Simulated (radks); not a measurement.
Q: The mean radii <r> (bohr) of the occupied orbitals of an atom or ion are listed with their occupations. Calculated with a radial shooting solver on a logarithmic mesh with Libxc functionals: scalar-relativistic Kohn-Sham, LDA (Slater exchange, Perdew-Wang correlation), spin-polarised, spherical densities, finite nucleus; Fermi nuclear charge, rms radius of each element as measured or else 0.836 A^(1/3) + 0.57 fm.

orbital  occ.      <r>
1s down     1  0.01868
1s up       1  0.01868
2s up       1  0.07901
2s down     1  0.07901
2p up       3  0.07058
2p down     3  0.07058
3s up       1   0.2050
3s down     1   0.2050
3p up       3   0.2050
3p down     3   0.2050
3d up       5   0.1857
3d down     5   0.1857
4s up       1   0.4591
4s down     1   0.4591
4p up       3   0.4880
4p down     3   0.4880
4d up       5   0.5234
4d down     5   0.5233
5s up       1    1.097
5s down     1    1.093
5p up       3    1.281
5p down     3    1.274
4f up       7   0.6387
4f down     7   0.6354
5d up       2    1.835

Name the element and its charge. Open shells, if any, are filled with parallel spins first.

A: Z = 73, tantalum, charge +3: Ta3+ in [Xe] 4f14 5d2. The 1s radius gives Z: for a bare nucleus <r> = (2 gamma + 1)/(2Z) with gamma = sqrt(1 - (Z/c)^2), 0.01844 bohr for Z = 73, and screening makes it slightly larger (0.01868 here). The occupations add up to 70, and the charge is Z minus that.
